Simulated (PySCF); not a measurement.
disilanylformaldehyde (CH₆OSi₂), SMILES C(=O)[SiH2][SiH3]. Atoms are numbered in the order given.

```xyz
10

O      2.3327     0.3869    -0.2546
C      1.5865     0.0821     0.6462
Si    -0.0561    -0.8959     0.3129
Si    -1.6412     0.6483    -0.4880
H      1.8191     0.3959     1.7051
H     -0.5312    -1.5240     1.5827
H      0.2212    -1.9462    -0.7067
H     -2.9370    -0.0344    -0.7740
H     -1.1243     1.2787    -1.7362
H     -1.8663     1.7078     0.5391
```

The structure is a stationary point at B3LYP-D3(BJ)/def2-SVP. The values are those of a single conformer.

All values below come from PBE/pcSseg-1 run with PySCF.

GIAO shieldings, no solvent; atoms listed in one row are averaged. δ = σ(ref) − σ: ¹⁷O against H2O (σ = 334.3 ppm); ¹³C against TMS (σ = 182.0 ppm); ²⁹Si against TMS (σ = 335.4 ppm); ¹H against TMS (σ = 31.49 ppm), references at their B3LYP-D3(BJ)/def2-TZVP geometries, non-relativistic.

Q: Estimate the chemical shifts. (An estimate is asked for; the answer gives what the named calculation found.)

A: 
| nucleus | atoms | count | δ (ppm) |
|---|---|---|---|
| ¹⁷O | O1 | 1 | 945.8 |
| ¹³C | C2 | 1 | 242.8 |
| ²⁹Si | Si3 | 1 | -90.5 |
| ²⁹Si | Si4 | 1 | -110.9 |
| ¹H | H5 | 1 | 12.86 |
| ¹H | H6 | 1 | 4.70 |
| ¹H | H7 | 1 | 4.21 |
| ¹H | H8, H9, H10 | 3 | 3.91 |
